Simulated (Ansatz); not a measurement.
`[Cl][Ge]([Cl])([Cl])[SeH]` + H₂Se → `[SeH][SeH]` + `[Cl][GeH]([Cl])[Cl]` at 600 K and 1 bar (ligand exchange at the Se–Ge bond).

Calculated with Ansatz (gas phase, PBE0-D4/def2-TZVP geometries, no zero-point term in ΔE). CBS: MP2 limit from def2 TZ/QZ plus the TZ coupled-cluster correction, frozen cores. For Ge, Se outer-core shells are correlated without core-valence functions, which leaves a few kJ/mol of doubt a bond. Scalar relativity is left out up to krypton. One conformer a species, not always the lowest.

```json
{"species": "`[Cl][Ge]([Cl])([Cl])[SeH]`", "CCSD(T)/CBS energy (Eh)": "-5856.90733", "H − E (kJ/mol)": "92.4", "S (J/(mol·K))": "479.9"}
{"species": "H₂Se", "CCSD(T)/CBS energy (Eh)": "-2401.89790", "H − E (kJ/mol)": "57.0", "S (J/(mol·K))": "244.8"}
{"species": "`[SeH][SeH]`", "CCSD(T)/CBS energy (Eh)": "-4802.61264", "H − E (kJ/mol)": "72.0", "S (J/(mol·K))": "319.0"}
{"species": "`[Cl][GeH]([Cl])[Cl]`", "CCSD(T)/CBS energy (Eh)": "-3456.16971", "H − E (kJ/mol)": "77.1", "S (J/(mol·K))": "391.6"}
```

H − E and S are ideal-gas, rigid-rotor, harmonic terms from PBE0-D4/def2-TZVP, for one conformer and one mirror image of each species. 1 Eh = 2625.50 kJ/mol, R = 8.31446 J/(mol·K).

Question: By hand: ΔE, ΔH, ΔS and ΔG.

Answer: ΔE = (-4802.61264) + (-3456.16971) − (-5856.90733) − (-2401.89790) = 0.02288 Eh = 60.1 kJ/mol. Δ(H − E) = 72.0 + 77.1 − 92.4 − 57.0 = -0.3, so ΔH = 59.8 kJ/mol. ΔS = 319.0 + 391.6 − 479.9 − 244.8 = -14.1 J/(mol·K). ΔG = 59.8 − 600 × (-14.1)/1000 = 68.3 kJ/mol.

Question: By hand: the equilibrium constant, and the temperature at which ΔG would vanish if ΔH and ΔS stayed fixed.

Answer: log₁₀ K = −ΔG/(RT ln 10) = -5.9. ΔH and −TΔS have one sign here, so there is no such temperature.

The number of gas molecules stays the same, so ΔS is small and ΔH decides. A doubt of 5 kJ/mol in ΔE shifts log₁₀ K by 0.4 here. Other conformers and mirror images would add mixing entropy, several J/(mol·K) or more a flexible species. These are equilibria of isolated gas molecules and say nothing of rates. Largest T1 diagnostic: 0.009 (customary marks: 0.02 for closed shells, 0.045 for open ones).
